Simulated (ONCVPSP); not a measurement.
Ga, ONCV: configuration errors across variants

gallium, optimised norm-conserving Vanderbilt (ONCV), made with ONCVPSP 4.0.1 (PBEsol, scalar-relativistic). Core [Ne], reference 3s2 3p6 3d10 4s1 (charge +2). Waves: 3s+4s: rc 0.90 bohr, ncon 4, nbas 8, qcut 17.6 1/bohr, 3 projectors, debl 2.7 Ha; 3p: rc 0.80 bohr, ncon 3, nbas 7, qcut 20.9 1/bohr, 2 projectors, debl 3.7 Ha; 3d: rc 0.90 bohr, ncon 3, nbas 7, qcut 15.3 1/bohr, 1 projector. Local part: polynomial inside 0.55 bohr (lpopt 5, dvloc0 0 Ha). Core correction: Teter function, fcfact 2.5, rcfact 1.45.

In the p channel the program set the typed energies aside and used -4.375, 0.250 Ha.

All-electron excitation energies from the reference (eV): (1) 3s2 3p6 3d10 4s2 4p1 -26.816; (2) 3s2 3p6 3d10 4s2 -21.136; (3) 3s2 3p6 3d10 4s0 31.122; (4) 3s1 3p6 3d10 4s2 4p1 130.536.

1 further variants failed, have other tests or too few solved ones, and are left out.

Errors AE − PS in meV (a dash: test not solved or not reliable):

```csv
change,(1),(2),(3),(4),bound ghosts,GHOST(+) flags above zero
base,+41,+40,+37,-42,none,s
"core correction Teter function, fcfact 2.5, rcfact 1.46",+41,+40,+37,-42,none,s
d: nbas 8,+46,+45,+43,-37,none,s
d: rc 0.86,+2.8,+2.1,-1.4,-71,none,s
"local potential polynomial inside 0.55 bohr (lpopt 5, dvloc0 1.5 Ha)",+41,+40,+37,-42,none,s
"all radii but the core radius scaled by about 0.88 (s 0.80, p 0.70, d 0.80 bohr); local potential polynomial inside 0.48 bohr (lpopt 5, dvloc0 0 Ha)",+2.7,+2.0,-1.5,-54,none,s
```

(1) Give the same row for: local potential polynomial inside 0.65 bohr (lpopt 3, dvloc0 6 Ha).

Answers

(1) +41, +40, +38, -43; bound ghosts: none; GHOST(+) flags above zero: none.
